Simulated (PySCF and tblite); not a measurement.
C₅H₈FN, numbered as in [CH3:1][C@H:2]([F:3])[C@H:4]([CH3:5])[C:6]#[N:7].

The ensemble was built from 60 distance-geometry starts (ETKDG, MMFF94s, GFN2-xTB) and rests on GFN2-xTB geometries. Free energies are CAM-B3LYP-D3(BJ)/def2-SVP, starting guess atom single points with GFN2-xTB rigid-rotor and vibrational terms (modes under about 100 cm⁻¹ blended into free rotors). Symmetry numbers and mirror images are counted. Conformers within 2.5 kcal/mol (GFN2-xTB free energy) were kept, 6 at most. GIAO shieldings: CAM-B3LYP/def2-SVP, starting guess atom. Shifts are against CFCl3 (¹⁹F), NH3 (¹⁵N) at the same level. Run with PySCF (density fitting) and tblite.

(1) What shifts does this protocol give at 298.15 K under fast conformational exchange?

(2) How do the conformers differ?

(3) Which signal moves most, for its nucleus, between 250 and 350 K through the change of populations alone?

Unscaled ¹⁹F and ¹⁵N shifts at such levels can be off by tens of ppm; differences between conformers or isomers are more reliable.

Results:

(1) ¹⁹F: -179.2 (F3) ppm. ¹⁵N: 277.6 (N7) ppm.

(2) Torsions listed: F3–C2–C4–C5.
| conformer | shape | weight % |
| --- | --- | --- |
| 1 | 57° | 52.3 |
| 2 | -66° | 42.8 |
| 3 | -176° | 4.8 |

| signal | 1 | 2 | 3 | average |
| --- | --- | --- | --- | --- |
| F3 | -182.0 | -177.7 | -162.3 | -179.2 |
| N7 | 278.3 | 277.0 | 275.1 | 277.6 |

(3) F3: -179.5 ppm at 250 K, -179.2 ppm at 298.15 K, -178.9 ppm at 350 K.


¹⁵N shifts are against a computed isolated NH3 molecule, about 20 ppm from the liquid.